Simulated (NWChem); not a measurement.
System meant: CH4FNOW; SMILES [CH3][W](=[O])(=[NH])[F]

Here is an NWChem input.

```
start job
memory heap 200 mb stack 900 mb global 1100 mb
geometry units angstroms noautoz
  W      0.004070     0.000037     0.044467
  O      0.540822    -0.828589     1.429498
  N      0.903747    -0.550129    -1.346087
  H      1.641918    -1.128163    -1.738734
  F     -0.013400     1.874425     0.184804
  C     -1.922562    -0.774120    -0.304669
  H     -1.914443    -1.869856    -0.405516
  H     -2.331119    -0.344759    -1.234551
  H     -2.576008    -0.505981     0.543519
end
basis spherical
  * library def2-svp
end
dft
  xc pbe0
  iterations 150
  mulliken
end
task dft energy
```

End of the output:

```
          Convergence Information
          -----------------------
          Convergence aids based upon iterative change in
          total energy or number of iterations.
          Levelshifting, if invoked, occurs when the
          HOMO/LUMO gap drops below (HL_TOL):  1.00D-02
          DIIS, if invoked, will attempt to extrapolate
          using up to (NFOCK): 10 stored Fock matrices.

                    Damping( 0%)  Levelshifting(0.5)       DIIS
                  --------------- ------------------- ---------------
          dE  on:    start            ASAP                start
          dE off:    2 iters        150 iters           150 iters

      Screening Tolerance Information
      -------------------------------
          Density screening/tol_rho:  1.00D-10
          AO Gaussian exp screening on grid/accAOfunc:  14
          CD Gaussian exp screening on grid/accCDfunc:  20
          XC Gaussian exp screening on grid/accXCfunc:  20
          Schwarz screening/accCoul:  1.00D-08

      Superposition of Atomic Density Guess
      -------------------------------------

      charge =      74.0 W (Tungsten)

      symmetry species            s     p     d     f
      number of basis functions = 7     6     5     1
      number of cont. functions = 6     3     2     1
      number of closed shells   = 6     4     2     1
      number of open shells     = 0     0     1     0
      open shell occupation     = 0     0     4     0
 ------------------------------------------------------------------------
 atomscf:atomd: error in atom scf                   0
 ------------------------------------------------------------------------
 ------------------------------------------------------------------------
  current input line :
    22: task dft energy
 ------------------------------------------------------------------------
 ------------------------------------------------------------------------
 This error has not yet been assigned to a category
 ------------------------------------------------------------------------
 For more information see the NWChem manual at https://nwchemgit.github.io

0:atomscf:atomd: error in atom scf:Received an Error in Communication
```

### Question
What is wrong, and how is it mended?

### Answer
The program stopped with an error. Cause: the def2 basis of a heavy element holds valence functions alone and wants its effective core potential (without it all electrons must fit into that basis). This input runs:
```
start job
memory heap 200 mb stack 900 mb global 1100 mb
geometry units angstroms noautoz
  W      0.004070     0.000037     0.044467
  O      0.540822    -0.828589     1.429498
  N      0.903747    -0.550129    -1.346087
  H      1.641918    -1.128163    -1.738734
  F     -0.013400     1.874425     0.184804
  C     -1.922562    -0.774120    -0.304669
  H     -1.914443    -1.869856    -0.405516
  H     -2.331119    -0.344759    -1.234551
  H     -2.576008    -0.505981     0.543519
end
basis spherical
  W library def2-svp
  O library def2-svp
  N library def2-svp
  H library def2-svp
  F library def2-svp
  C library def2-svp
end
ecp
  W library def2-ecp
end
dft
  xc pbe0
  iterations 150
  mulliken
end
task dft energy
```
It converges to -337.04479 Ha (PBE0/def2-SVP with def2 effective core potentials on W).
